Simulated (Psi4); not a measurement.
C2H6AlCl (SMILES [CH3][Al]([CH3])[Cl]), singlet, geometry from GFN2-xTB (such geometries of metal compounds can be far from the true shape), atoms displaced at random by about 0.05 Å a coordinate.

Here is a job for Psi4.
```
memory 2 GB

molecule {
0 1
  Al    0.17912572   -0.28672997    0.22640129
  C     2.04729374   -0.59207547   -0.36217712
  H     2.54018862   -1.36653372    0.21436905
  H     2.69109655    0.24658691   -0.38028768
  H     2.13623905   -0.97136967   -1.45619013
  C    -0.57354638   -1.09573925    1.86981518
  H    -1.47141694   -1.67321967    1.63346296
  H    -1.14908295   -0.16140416    2.55180393
  H    -0.02812900   -1.52254533    2.41809007
  Cl   -0.97960197    1.04568388   -0.87523611
}

set basis sto-3g

optimize('b3lyp')
print_variables()
```

**Question.** Estimate the total energy at the end of the optimisation that B3LYP/STO-3G (Psi4 1.11) returns for this input.

**Answer.** -773.7091 Eh

**Question.** What dipole moment does B3LYP/STO-3G give?

**Answer.** 2.89 D

**Question.** What is the computed nuclear repulsion energy (B3LYP/STO-3G)?

**Answer.** 191.9654 Eh

**Question.** Predict the number of basis functions from B3LYP/STO-3G.

**Answer.** 34
